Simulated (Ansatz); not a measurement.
Frontier orbitals of `CC[O][Ge]([F])([F])[F]`.

Charge 0, multiplicity 1. Correlated methods include outer-core shells of Ge, which these sets cover unevenly. Scalar relativity is left out up to krypton. Geometry: relaxed with PBE0-D4/def2-TZVP. It is one conformer, not always the lowest. Basis def2-TZVPP, Ansatz.

```tsv
functional	HOMO (eV)	LUMO (eV)	gap (eV)
PBE	-7.52	-2.07	5.45
revPBE	-7.45	-1.89	5.56
r2SCAN	-7.89	-1.69	6.20
PBE0	-9.17	-0.93	8.24
B3LYP	-8.95	-1.33	7.62
CAM-B3LYP	-10.68	0.07	10.75
ωB97M-V	-11.59	1.16	12.75
```

From PBE to PBE0 the HOMO moves by −1.65 eV and the LUMO by +1.14 eV, and with ωB97M-V by −4.07 and +3.23 eV, so the gap grows from 5.45 to 12.74 eV with exact exchange. A positive LUMO is unbound and depends on the basis.

B3LYP here is the variant with VWN-RPA as its local correlation; programs differ in this.
